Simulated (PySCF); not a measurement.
Metal series MCl4-, each in one or more spin states. Gas-phase values, no solvent. Multiplicities are imposed; where one is given, others were not computed.

The highest occupied spin orbital from two functionals at the same geometries (TPSS-D3(BJ)/def2-SVP), both in PySCF: PBE-D3(BJ)/def2-TZVP and TPSSh-D3(BJ)/def2-TZVP. 

```json
[
 {"species": "M = Co, multiplicity 3 ([Co(Cl)4]- (excited triplet))", "PBE-D3(BJ)/def2-TZVP (eV)": "-1.62", "TPSSh-D3(BJ)/def2-TZVP (eV)": "-2.96"},
 {"species": "M = Co, multiplicity 5 ([Co(Cl)4]- (lower quintet))", "PBE-D3(BJ)/def2-TZVP (eV)": "-1.63", "TPSSh-D3(BJ)/def2-TZVP (eV)": "-2.97"},
 {"species": "M = Ni, multiplicity 2", "PBE-D3(BJ)/def2-TZVP (eV)": "-1.87", "TPSSh-D3(BJ)/def2-TZVP (eV)": "-2.97"},
 {"species": "M = Ni, multiplicity 4 ([Ni(Cl)4]- (lower quartet))", "PBE-D3(BJ)/def2-TZVP (eV)": "-2.33", "TPSSh-D3(BJ)/def2-TZVP (eV)": "-3.43"}
]
```

Over these rows, drawn at random from the members with no instability flagged (it was tested for open shells, ions and some series alone), PBE minus TPSSh-D3(BJ): mean +1.22 eV, from +1.10 eV to +1.34 eV.
